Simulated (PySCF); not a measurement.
AsMe3, C₃H₉As.
Bonds: As1–C2, As1–C6, As1–C10. Hydrogens: H3, H4, H5 on C2; H7, H8, H9 on C6; H11, H12, H13 on C10.

Theory: PBE0-D3(BJ)/def2-SVP geometry optimisation, gas phase (PySCF 2.14.0).

What internal coordinates does the optimisation give?

```tsv
bond	length (Å)
As1–C2, As1–C6, As1–C10	1.966
C2–H3 and 8 like bonds	1.100
```

Bonds in one row agree within 0.01 Å and their mean is given. A selection of angles:
```tsv
angle	degrees
C2–As1–C6	96.9
As1–C2–H3	109.4
As1–C2–H4	111.6
H3–C2–H4	109.1
H3–C2–H5	108.1
```

All 3 As–C bonds measure 1.966 Å. As1 (arsenic bonded to 3 C) is pyramidal (angles 97.1°, 97.0° and 96.9°, sum 291.0°, 0.99 Å off the plane of its three neighbours).

Point group: C3v (every atom within 0.08 Å of its image). PBE0-D3(BJ)/def2-SVP frequencies: not computed here.
